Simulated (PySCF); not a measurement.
# Correlation energy of Ru(2+) (ruthenium, charge +2)

[Kr] 4d6, high-spin 5D determinant. All numbers are calculated (PySCF 2.14, scalar relativity through the core potential, in aug-cc-pVTZ-PP with ECP28MDF). Frozen: 4s2 4p6; 6 electrons correlated.

```csv
level,correlation energy (mhartree)
CCSD,-112.97
(T),-2.33
CCSD(T),-115.30
```

Diagnostics: T1 = 0.0013, D1 = 0.0026, largest double amplitude 0.024.

Q: Is a single reference adequate?

A: Yes, within this model without spin-orbit coupling: T1 lies below 0.03 and no double amplitude reaches 0.07.
